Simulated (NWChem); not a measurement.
Species: C₂H₃Cl₂F; SMILES FC(Cl)(Cl)C

```xyz
8

C     -1.3007    -1.1252     0.0000
C     -0.3394     0.0326     0.0000
F     -1.0121     1.1933     0.0000
Cl     0.6931     0.0005    -1.4546
Cl     0.6931     0.0005     1.4546
H     -1.9315    -1.0635     0.8978
H     -0.7542    -2.0758     0.0000
H     -1.9315    -1.0635    -0.8978
```
Atoms are numbered in this order, from 1.

Computed with NWChem. Pople sets run with spherical d functions. Geometry: optimised at PBE0/def2-SVP. Total energies compare along this basis series because the functional is fixed.

```
level              basis functions  energy (Ha)  highest occupied level (eV)  orbital gap (eV)  dipole (D)
-----------------  ---------------  -----------  ---------------------------  ----------------  ----------
B3LYP/STO-3G                    36   -1085.8208                        -6.71              9.36        2.42
B3LYP/3-21G                     59   -1092.8651                        -8.57               ___         ___
B3LYP/6-31G*                    84   -1098.2370                        -8.47              8.09        2.04
B3LYP/6-31+G*                  104   -1098.2526                        -8.68              7.91        2.12
B3LYP/def2-SVP                  93   -1097.8581                        -8.31              8.52        1.85
B3LYP/def2-SVPD                141   -1097.8885                        -8.71              7.96        2.03
B3LYP/def2-TZVP                185   -1098.3915                        -8.58              8.05        1.97
B3LYP/6-311++G**               147   -1098.3658                        -8.70              7.93        2.13
B3LYP/aug-cc-pVTZ              307   -1098.4014                        -8.65              7.89        2.01
```

Q: Some entries are withheld; supply them.

A: 
- B3LYP/3-21G, orbital gap (eV): 8.20
- B3LYP/3-21G, dipole (D): 2.36
